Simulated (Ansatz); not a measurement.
Breaking the N3–H4 bond in GeH3N (SMILES [NH2][GeH]) (multiplicity 1 held, fragments rigid). Energies count from the point at 1.008 Å.
Geometry at that point (charge 0, multiplicity 1):
```csv
atom,x (Å),y (Å),z (Å)
Ge,-0.1424,0.2401,0.3120
H,-0.5005,1.3459,-0.7974
N,0.5161,-0.9212,-0.9385
H,0.5585,-0.7543,-1.9320
H,0.8851,-1.8250,-0.6851
```

Signs of static correlation in cc-pVTZ, with CASSCF(2,2), from Ansatz (a first-principles code) runs.

| R (Å) | T1 of restricted CCSD | ⟨S²⟩ of UHF | largest double amplitude of restricted CCSD | weight of the CASSCF reference in MRCISD | CASSCF natural occupations |
|---|---|---|---|---|---|
| 0.807 | 0.017 | 0.000 | 0.065 | 0.902 | 1.99 0.01 |
| 0.907 | 0.017 | 0.000 | 0.064 | 0.901 | 1.99 0.01 |
| 1.008 | 0.017 | 0.000 | 0.064 | 0.900 | 1.98 0.02 |
| 1.109 | 0.018 | 0.000 | 0.063 | 0.899 | 1.98 0.02 |
| 1.210 | 0.019 | 0.000 | 0.062 | 0.899 | 1.97 0.03 |
| 1.361 | 0.020 | 0.000 | 0.060 | 0.897 | 1.94 0.06 |
| 1.512 | 0.022 | 0.094 | 0.058 | 0.896 | 1.91 0.09 |
| 1.765 | 0.027 | 0.670 | 0.084 | 0.894 | 1.81 0.19 |
| 2.017 | 0.033 | 0.905 | 0.171 | 0.891 | 1.68 0.32 |
| 2.319 | [?] | 1.053 | 0.319 | 0.889 | 1.49 0.51 |
| 2.722 | 0.049 | 1.199 | [?] | 0.887 | 1.29 0.71 |
| 3.227 | 0.057 | 1.236 | 0.660 | 0.886 | 1.13 0.87 |

What belongs in the gaps?


- 2.319, T1 of restricted CCSD: 0.040
- 2.722, largest double amplitude of restricted CCSD: 0.506

Doubts at one or more of the structures used: a restricted determinant that unrestricted orbitals would lower (R-CCSD(T)/cc-pVTZ); other coupled-cluster roots lie near (R-CCSD(T)/cc-pVTZ); T1 above 0.05 (R-CCSD(T)/cc-pVTZ, U-CCSD(T)/cc-pVTZ); a spin-contaminated determinant (U-CCSD(T)/cc-pVTZ); the program's own flag: large difference (U-CCSD(T)/cc-pVTZ).
